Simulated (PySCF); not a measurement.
Compound: BBrH₅N.
Z-matrix (Å and degrees, PBE0-D3(BJ)/def2-SVP geometry), rows numbered from 1:
```
N 
B   1  1.6179
Br  2  2.0214  1  103.48
H   1  1.0225  2  110.28  3   -59.21
H   1  1.0224  2  111.56  3   179.85
H   1  1.0225  2  110.24  3    58.93
H   2  1.2147  1  106.85  3   117.84
H   2  1.2146  1  106.83  3  -117.74
```

Method used: MP2 and CCSD/aug-cc-pVDZ in PySCF, restricted Hartree–Fock reference, 11 core orbitals frozen, non-relativistic, gas phase, PBE0-D3(BJ)/def2-SVP geometry.

E(HF) = -2654.49626 Eh.

How large is the problem?

127 basis functions and 52 electrons; 11 orbitals frozen, which leaves o = 15 correlated occupied and v = 101 virtual orbitals. That is o·v = 1515 singles and o·v(o·v + 1)/2 = 1148370 distinct closed-shell doubles amplitudes before symmetry; the costliest CCSD step grows as o²v⁴ = 2.3 × 10^10.

What are the MP2 and CCSD correlation energies?

MP2 -0.4420 Eh and CCSD -0.4789 Eh, which gives totals of -2654.93824 and -2654.97512 Eh. That is 0.434 eV for each correlated electron at CCSD (1257 kJ/mol in all, 0.018 % of the total energy); MP2 gives 92.3 % of the CCSD value.

What is the T1 diagnostic?

0.0078, below the customary warning level of 0.02. It is the norm of the spatial-orbital singles amplitudes over the root of the number of correlated electrons, so the norm is 0.043.

How does correlation change the dipole moment?

HF gives 6.51 D and CCSD (unrelaxed density) 6.21 D, a change of -0.30 D.

No triples correction and no basis-set extrapolation were made.

The job also held the EOM ionisation roots. On an Arm Neoverse V1 with one thread, no GPU, shared host, this took 2.1 min.
